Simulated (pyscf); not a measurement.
`[SiH2][SiH]([Cl])[Cl]` [doublet] → `[Cl][SiH][SiH2][Cl]` [doublet] (group migration; doublet surface; Cl–Si broken, Cl–Si formed). Single points on ωB97X-D3(BJ)/def2-SVP structures (PySCF, gas phase). Energies in kcal/mol from the reactant's lowest minimum found.

```json
[
 {"level": "ωB97X-D3(BJ)/def2-TZVP", "barrier": "36.3", "reaction energy": "+1.1"},
 {"level": "r²SCAN/def2-TZVP", "barrier": "32.4", "reaction energy": "+1.8"},
 {"level": "B3LYP-D3(BJ)/def2-TZVP", "barrier": "32.9", "reaction energy": "+0.9"},
 {"level": "PBE0-D3(BJ)/def2-TZVP", "barrier": "32.6", "reaction energy": "+1.5"},
 {"level": "ωB97M-D3(BJ)/def2-TZVP", "barrier": "33.0", "reaction energy": "+1.5"},
 {"level": "HF/def2-TZVP", "barrier": "46.1", "reaction energy": "+1.0"}
]
```

The functionals in the table span 3.9 kcal/mol in this barrier, from r²SCAN to ωB97X-D3(BJ)/def2-TZVP. This is the saddle that the search found; another between the same sides may lie lower.
